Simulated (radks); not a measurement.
Species: Sm. Configuration: [Xe] 4f6 6s2. Method: Dirac Kohn-Sham, BLYP, spin-unpolarised, spherical densities, finite nucleus; open shells fill j = l - 1/2 first; Fermi nuclear charge, rms radius 5.0819 fm; computed with a radial shooting solver on a logarithmic mesh with Libxc functionals.

X-ray form factor f0, the Fourier transform of the density (f0(0) = 62):

sin(theta)/lambda (1/angstrom),f0 (electrons)
0.05,60.590
0.1,57.508
0.15,54.098
0.2,50.672
0.25,47.299
0.3,44.095
0.4,38.501
0.5,33.969
0.6,30.210
0.8,24.317
1,20.239
1.25,17.005
1.5,14.782
2,11.063
